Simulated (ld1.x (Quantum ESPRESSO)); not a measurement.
## Debugging a pseudopotential input (Au (Z = 79), ld1.x (Quantum ESPRESSO) 7.5)

Command:

```bash
ld1.x < Au.in > Au.out
```

Input:

```
&input
   title='Au', zed=79., rel=2, dft='PBE', iswitch=3,
   config='[Kr] 4f14 5d10 5f-2 6s0 6p0', rel_dist='average',
   nld=7, rlderiv=1.80, eminld=-11.0, emaxld=5.0, deld=0.04
 /
 &inputp
   pseudotype=3, tm=.true., lloc=-1, rcloc=1.50,
   nlcc=.true., new_core_ps=.true., rcore=0.80,
   file_pseudopw='Au.UPF', file_wfcaegen='ae.wfc', file_wfcncgen='nc.wfc', file_beta='beta', file_chi='chi', file_wfcusgen='us.wfc'
 /
8
5S  1  0   2.00   0.00  1.35  1.45  0.0
6S  2  0   0.00   0.00  1.35  1.45  0.0
5P  2  1   6.00   0.00  1.40  1.50  0.0
6P  3  1   0.00   0.00  1.40  1.50  0.0
5D  3  2  10.00   0.00  1.35  1.60  0.0
5D  3  2   0.00  -0.60  1.35  1.60  0.0
5F  4  3  -2.00   0.50  1.45  1.65  0.0
5F  4  3  -2.00   2.30  1.45  1.65  0.0
 &test
   configts(1)='5s2 5p6 5d10 6s0 6p0'
 /
```

Output:

```
Program LD1 v.7.5

 %%%%%%%%%%%%%%%%%%%%%%%%%%%%%%%%%%%%%%%%%%%%%%%%%%%%%%%%%%%%%%%%%%%%%%%%%%%%%%
     Error in routine ld1_setup (1):
     all electron wfc corresponding to pseudo-state 5S not found
 %%%%%%%%%%%%%%%%%%%%%%%%%%%%%%%%%%%%%%%%%%%%%%%%%%%%%%%%%%%%%%%%%%%%%%%%%%%%%%

     stopping ...
```

Task: This input was made by a single change from one that runs to its end. What was changed?

Result: The change: core typed as [Kr] in place of [Xe]. The program refuses the input: "ld1_setup: all electron wfc corresponding to pseudo-state 5S not found".
